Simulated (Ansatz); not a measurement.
Computed with Ansatz on PBE0-D4/def2-TZVP structures; ΔE is electronic, products minus reactants. CCSD(T)/CBS is the MP2 limit (def2-TZVPP, def2-QZVPP) plus CCSD(T) − MP2 in def2-TZVPP, frozen cores. DFT in def2-TZVPP. B3LYP here is the variant with VWN-RPA as its local correlation; programs differ in this. Each species was taken in one conformer, which may not be the lowest.

Reaction (substitution at a C–Si bond): `BC[SiH](N)F` + `O[SiH3]` → `BCO[SiH3]` + `N[SiH2]F`

```json
{"level": "BLYP-D4", "ΔE (kcal/mol)": "26.3"}
{"level": "B97M-V", "ΔE (kcal/mol)": "29.3"}
{"level": "B3LYP", "ΔE (kcal/mol)": "26.2"}
{"level": "CCSD/def2-SVP", "ΔE (kcal/mol)": "24.7"}
```

Problem. What does CCSD(T)/CBS give? (Best estimate.)

Solution. Ansatz gave: +29.5 kcal/mol. The listed levels differ from it by -3.2, -0.2, -3.3, -4.8 kcal/mol.

Largest T1 diagnostic among the species: 0.011.

At CCSD(T), def2-SVP lies −4.7 kcal/mol from the extrapolated value and def2-TZVPP −0.7 kcal/mol. Leaving LDA and LC-ωPBE aside and taking each functional with its dispersion term where it has one, the values, not all of them listed here, spread over 3.5 kcal/mol, from BLYP-D4 to r2SCAN0-D4.

CCSD(T)/CBS has its own doubt, a few kJ/mol and more with outer-core shells, so smaller differences from it don't rank the levels.
